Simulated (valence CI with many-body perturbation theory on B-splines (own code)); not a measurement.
Missing levels of Sr XXXIII

Calculated by valence CI with perturbative core correlation (CI+MBPT): four valence electrons over a frozen Dirac-Fock core [He], radial functions for each j: 11 s, 11 p, 9 d, 7 f, 5 g, 2 h, 1 i, with the one-electron correlation potential Σ1, the two-electron term Σ2, the three-electron term Σ3, Breit, model QED; selected CI, second order for the rest (own B-spline code, finite nucleus).

The last digits are not significant, and no measured levels were compared; by estimate large intervals hold to a few tenths of a per cent, small ones and those within an open d or f shell to about a per cent. Among the levels kept, up to 290 cm⁻¹ of a level comes from second order outside the variational space, and about a tenth of that is noise between levels of different J, which matters for small intervals.

| Level | E (cm⁻¹) |
| --- | --- |
| (2s^2 2p1/2^2) J=0 | 0 |
| (2s^2 2p1/2 2p3/2) J=1 | ? |
| (2s^2 2p1/2 2p3/2) J=2 | ? |
| (2s^2 2p3/2^2) J=2 | 1184000 |
| (2s 2p1/2^2 2p3/2) J=2 | 1375400 |
| (2s^2 2p3/2^2) J=0 | 1390100 |
| (2s 2p1/2^2 2p3/2) J=1 | 1741500 |
| (2s 2p1/2 2p3/2^2) J=2 [a] | ? |
| (2s 2p1/2 2p3/2^2) J=3 | 2093100 |
| (2s 2p1/2 2p3/2^2) J=0 | 2275900 |
| (2s 2p1/2 2p3/2^2) J=1 [a] | ? |
| (2s 2p1/2 2p3/2^2) J=2 [b] | 2400600 |
| (2s 2p1/2 2p3/2^2) J=1 [b] | 2474600 |
| (2s 2p3/2^3) J=2 | ? |
| (2s 2p3/2^3) J=1 | 3144700 |
| (2p1/2^2 2p3/2^2) J=2 | 3439800 |
| (2p1/2^2 2p3/2^2) J=0 | ? |
| (2p1/2 2p3/2^3) J=1 | 4001900 |
| (2p1/2 2p3/2^3) J=2 | 4105000 |
| (2p3/2^4) J=0 | 4802600 |

Levels are named by their leading jj configuration (3d3/2^4 stands for four electrons in 3d with j = 3/2), which in mixed levels can hold well under half, so a name can repeat and another be missing. Letters in brackets count levels of one name in rising energy.

(1) The levels stand in rising order. What does the calculation give for the missing energies?

Answers

(1) (2s^2 2p1/2 2p3/2) J=1 516650; (2s^2 2p1/2 2p3/2) J=2 604770; (2s 2p1/2 2p3/2^2) J=2 [a] 1939100; (2s 2p1/2 2p3/2^2) J=1 [a] 2330700; (2s 2p3/2^3) J=2 2859900; (2p1/2^2 2p3/2^2) J=0 3659600.
